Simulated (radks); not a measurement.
Q: Radial electron density D(r) = 4 pi r^2 rho(r) of an atom or ion with 15 electrons. All-electron calculation, non-relativistic Kohn-Sham, exchange-only B88, spin-polarised, spherical densities, point nucleus. Program: a radial shooting solver on a logarithmic mesh with Libxc functionals.

```
   r/bohr * D(r) (the largest magnitude, 19.5, reaches the edge; | marks zero)
 0.006078 |  *
 0.007726 |    *
 0.009822 |       *
  0.01249 |           *
  0.01587 |                *
  0.02002 |                      *
  0.02545 |                              *
  0.03235 |                                       *
  0.04113 |                                               *
  0.05228 |                                                     *
  0.06646 |                                                      *
  0.08449 |                                                  *
   0.1074 |                                           *
   0.1365 |                                     *
   0.1736 |                                     *
   0.2207 |                                             *
   0.2805 |                                                    *
   0.3566 |                                                    *
   0.4533 |                                        *
   0.5763 |                       *
   0.7326 |            *
   0.9239 |         *
    1.175 |          *
    1.493 |         *
    1.898 |     *
    2.413 |  *
    3.068 |*
      3.9 *
    4.957 *
```

What is the nuclear charge?

A: Z = 17. The innermost maximum, from 1s, lies near 1/Z = 0.0588 bohr (found: 0.0623), and its height grows with Z. The density is that of the chlorine ion Cl2+ in [Ne] 3s2 3p3; the configuration itself is not fixed sharply by these data, and Z only to about a unit. D(r) has 3 maxima, at r = 0.0623, 0.314, 1.25 bohr, and minima at 0.152, 0.909 bohr, inside which lie 2.17, 10.38 electrons.
